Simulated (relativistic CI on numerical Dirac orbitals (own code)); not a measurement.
**Tb⁵⁸⁺: sensitivity of the levels to the model**

Base calculation: Dirac-Coulomb-Breit CI, separate exchange-only KLI orbitals for each configuration, a model potential for QED, unscaled Slater integrals.

CI space (outside the closed core 1s2): 2s2 2p3, 2s 2p4, 2p5, 2p4 3s, 2p4 3p, 2p4 3d, 2s2 2p2 3s, 2s2 2p2 3p, 2s2 2p2 3d, 2s 2p3 3s, 2s 2p3 3p, 2s 2p3 3d, 2s2 2p2 4s, 2s2 2p2 4p, 2s2 2p2 4d, 2s2 2p2 4f. Levels of other configurations are missing.

Variants: (1) valence Slater integrals scaled by 0.9; (2) only the first 3 configurations. Shifts of the energy above 2s2 2p3 2P°_3/2, in eV, for the lowest level and the first level of each name with at least 55 % of one term (blank where a level changes its place among those of its configuration and J or its character, or is not in the variant):

| Level | Base | Δ(1) | Δ(2) |
| --- | --- | --- | --- |
| 2s2 2p3 2P°_3/2 | 0.00 | 0.00 | 0.00 |
| 2s2 2p3 4S°_3/2 | 760.01 | +3.11 | +0.04 |
| 2s2 2p3 2D°_5/2 | 782.57 | +0.21 | +0.04 |
| 2s2 2p3 2P°_1/2 | 824.90 | -2.94 | -0.31 |
| 2s 2p4 4P_5/2 | 1044.47 | +4.73 | -0.14 |
| 2s 2p4 2S_1/2 | 1133.97 | -3.36 | -0.08 |
| 2s 2p4 4P_3/2 | 1828.22 | +5.57 | -0.24 |
| 2s 2p4 2D_5/2 | 1866.66 | +1.09 | +0.01 |
| 2s 2p4 2P_1/2 | 1918.56 | -3.03 | +0.22 |
| 2p5 2P°_3/2 | 2243.50 | -0.86 | +0.53 |
| 2p5 2P°_1/2 | 3029.50 | -0.20 | +0.50 |
| 2s2 2p2 3s 4P_3/2 | 7523.23 | +2.77 |  |
| 2s2 2p2 3s 2P_1/2 | 7532.30 | +1.81 |  |
| 2s2 2p2 3s 2D_5/2 | 7542.36 | +0.29 |  |

At this charge energies of transitions that change n are usually good to better than 1 %, and those within a shell (Δn = 0) to a few per cent.

Ionisation energy from the two ground configurations alone: base 12562 eV. The NIST ASD value (theoretical) is 12563 eV.

LS names give the leading component of a level, which can be under half, so a name can repeat, a term be missing and a line seem to break the LS rules.
